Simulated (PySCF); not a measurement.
Species: C₆H₈NO (doublet state).
SMILES with atom numbers: `[NH2:1][C:2](=[O:3])[C:4]12[CH2:5][C:6]([CH2:7]1)[CH2:8]2` (hydrogens: H9, H10 on N1; H11, H12 on C5; H13, H14 on C7; H15, H16 on C8)

Geometry (GFN2-xTB, Å), atoms numbered from 1 in this order:
```xyz
16
C6H8NO angstrom
N      2.0913    0.3196    0.8161
C      1.1049   -0.6022    0.8039
O      1.1795   -1.6727    1.3560
C     -0.1171   -0.1654    0.0253
C     -0.6973   -0.9312   -1.1792
C     -1.5802    0.2869   -0.8724
C     -0.3244    1.1624   -0.7164
C     -1.5326   -0.0541    0.6240
H      2.9444    0.1151    1.3104
H      1.9989    1.2021    0.3457
H     -1.1090   -1.9143   -0.9814
H     -0.1127   -0.9072   -2.0938
H     -0.4243    2.0598   -0.1117
H      0.2701    1.3305   -1.6105
H     -1.6976    0.7570    1.3270
H     -2.0015   -0.9772    0.9456
```

The hyperfine couplings belong to this conformer and change with its torsions.

The calculation used PySCF, UKS B3LYP, pcH-1 on C H N O, non-relativistic, mean-field spin-orbit, GIAO. The structure is a single GFN2-xTB conformer in the gas phase; no vibrational or solvent corrections. Couplings are sensitive to structure, and on GFN2-xTB geometries they can be far from those on DFT ones. Stability of the SCF solution: not tested.

Q: Give the principal g shifts and their parts.

A: 
```
                    Δg (ppm)     1     2     3
relativistic mass correction  -176  -176  -176
            gauge correction    10    10    23
   orbital Zeeman/spin–orbit   -69   790   937
                       total  -235   624   784
```

So g = 2.00208, 2.00294, 2.00310 and g_iso = 2.00271; the tensor is rhombic: the two nearest values differ by 16 % of g3 − g1. 

Q: What effective moment and Curie constant follow for a powder?

A: With the mean of g² = 4.0108 and S(S+1) = 0.75: μ_eff = √(⟨g²⟩S(S+1)) = 1.734 μB and χT = 0.12505·⟨g²⟩·S(S+1) = 0.376 cm³ K/mol (cgs; spin-Hamiltonian part alone).

Q: What are the electron Larmor frequencies g μB B/h along the three axes at 1200 mT?

A: 33.6260, 33.6404, 33.6431 GHz for g1, g2 and g3, a range of 17.1 MHz.

Q: In a frozen sample, at which fields do the three g values resonate at 9.5, 34, 94 and 263 GHz (hyperfine left aside), and which band first spreads them over more than twice a line width of 1.0 mT?

A: 
```json
{"band": "X", "GHz": "9.5", "B(g3) mT": "338.85", "B(g2) mT": "338.88", "B(g1) mT": "339.02", "spread mT": "0.17"}
{"band": "Q", "GHz": "34.0", "B(g3) mT": "1212.73", "B(g2) mT": "1212.83", "B(g1) mT": "1213.35", "spread mT": "0.62"}
{"band": "W", "GHz": "94.0", "B(g3) mT": "3352.84", "B(g2) mT": "3353.11", "B(g1) mT": "3354.55", "spread mT": "1.71"}
{"band": "J", "GHz": "263.0", "B(g3) mT": "9380.82", "B(g2) mT": "9381.57", "B(g1) mT": "9385.60", "spread mT": "4.78"}
```

The spread grows in proportion to the frequency. J band is the first where it exceeds 2.0 mT.

The Mulliken spin populations are largest on C6 (+0.79) and C2 (+0.06). No atom but C6 exceeds +0.15. The angles at C6 add up to 270.3°, so it is pyramidal.

The HOMO–LUMO gaps are 5.67 eV among the α and 5.43 eV among the β orbitals.

The run took 68 s (with the writing of density and orbital grids) on one thread, Arm Neoverse V1 (aarch64), shared host with 64 logical CPUs at a one-minute load of 21, and the process peaked at 0.97 GiB of memory.
